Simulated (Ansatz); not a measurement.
Cd7⁺, 7 atoms. Hardware: 4 threads of Arm Neoverse V2 on a shared host.

In the def2 sets Cd takes a core potential; there is no spin–orbit coupling. Correlated methods freeze no core orbitals; core or outer-core shells of Cd are correlated, in sets that lack core-valence functions.

How many basis functions does each of these Ansatz runs have, and roughly what does it cost? B3LYP/def2-TZVP, charge 1 doublet, energy, from earlier orbitals; LDA (SPW92)/def2-TZVP, charge 1 doublet, energy, from earlier orbitals; PBE/def2-SVP, charge 1 doublet, energy, from earlier orbitals; r2SCAN/def2-TZVP, charge 1 doublet, energy, from earlier orbitals; PBE0/def2-SVP, charge 1 doublet, energy with a search over starts; PBE/def2-SVP, charge 1 doublet, relaxation, 11 steps; RPA@PBE/def2-TZVP, charge 1 doublet, energy, from earlier orbitals; LC-ωPBE/def2-TZVP, charge 1 doublet, energy, from earlier orbitals; PBE0/def2-SVP, charge 1 doublet, energy, from earlier orbitals; MP2/def2-TZVP, charge 1 doublet, energy, from earlier orbitals; PBE0/def2-TZVP, charge 1 doublet, energy, from earlier orbitals; PBE/def2-TZVP, charge 1 doublet, energy and forces, from earlier orbitals.

Other jobs shared the machine, so times can vary by a factor of up to 3. A dash marks memory too small to be measured apart from the calling script's.

```csv
run,functions,fitting or Cholesky vectors,wall time,peak host memory (GiB)
"LDA (SPW92)/def2-TZVP, charge 1 doublet, energy, from earlier orbitals",280,2583,6 s,0.63
"PBE/def2-SVP, charge 1 doublet, energy, from earlier orbitals",217,2156,8.5 s,–
"PBE/def2-TZVP, charge 1 doublet, energy and forces, from earlier orbitals",280,2583,14 s,0.67
"PBE0/def2-SVP, charge 1 doublet, energy, from earlier orbitals",217,2296,17 s,1.3
"B3LYP/def2-TZVP, charge 1 doublet, energy, from earlier orbitals",280,2646,25 s,1.8
"PBE0/def2-TZVP, charge 1 doublet, energy, from earlier orbitals",280,2646,28 s,1.8
"PBE0/def2-SVP, charge 1 doublet, energy with a search over starts",217,2296,30 s,1.3
"r2SCAN/def2-TZVP, charge 1 doublet, energy, from earlier orbitals",280,2583,35 s,0.87
"LC-ωPBE/def2-TZVP, charge 1 doublet, energy, from earlier orbitals",280,2583,46 s,1.6
"RPA@PBE/def2-TZVP, charge 1 doublet, energy, from earlier orbitals",280,2646,58 s,1.8
"MP2/def2-TZVP, charge 1 doublet, energy, from earlier orbitals",280,2646,64 s,1.8
"PBE/def2-SVP, charge 1 doublet, relaxation, 11 steps",217,2156,73 s,–
```
